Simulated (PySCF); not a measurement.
# Bond curve of SnO⁺

Set-up: basis Sn cc-pVTZ-PP with ECP28, O cc-pVTZ; scalar-relativistic core potentials; PySCF 2.14. Energies in eV from Sn⁺ + O in their ground configurations at the same level. State: ²Π (doublet), unpaired electrons π ↑.

```csv
R (Å),PBE0
1.706,-1.911
1.786,-2.644
1.865,-3.039
1.925,-3.177
1.984,-3.215
2.043,-3.177
2.123,-3.040
2.222,-2.779
2.341,-2.390
2.500,-1.830
```

Q: Put a parabola through the three lowest points of the PBE0 curve and estimate Re, k and ωe (reduced mass 14.11 u; 1 eV/Å² = 0.16022 mdyn/Å; ωe = 1302.8·√(k/μ) cm⁻¹).

A: Through R = 1.925, 1.984, 2.043 Å the second-order coefficient is 10.9 eV/Å², so Re ≈ 1.984 Å, k ≈ 3.50 mdyn/Å and ωe ≈ 649 cm⁻¹. A polynomial fit of higher order to the unrounded PBE0 energies gives Re = 1.981 Å, k = 3.45 mdyn/Å, ωe = 644 cm⁻¹; anharmonicity and rounding make the difference.

The higher-order fit for each curve: PBE0: Re = 1.981 Å, ωe = 644 cm⁻¹, De = 3.21 eV.

Spin–orbit coupling is left out, which matters for elements this heavy, above all for dissociation energies. For an ion De counts to the pair picked by the measured ionisation energies or electron affinities, which need not be the lowest pair at this level. The state was picked by a PBE0 search and need not be the measured ground state.
